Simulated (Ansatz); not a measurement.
Harmonic frequencies (cm⁻¹) at PBE0-D4/def2-TZVP from Ansatz: 86, 93, 178, 288, 439, 502, 708, 783, 866, 898, 1151, 1182, 1214, 1479, 1495, 1498, 2181, 2256, 3022, 3089, 3132.

Each molecule was computed in one conformer, which needn't be the lowest.

(1) Which molecule is it?
A. `CO[SiH]S`•
B. `CO[SiH2][S]`•
C. `[CH2][InH][CH3]`•
D. `[NH2][Al][O][SiH3]`•

## Answers

(1) B.
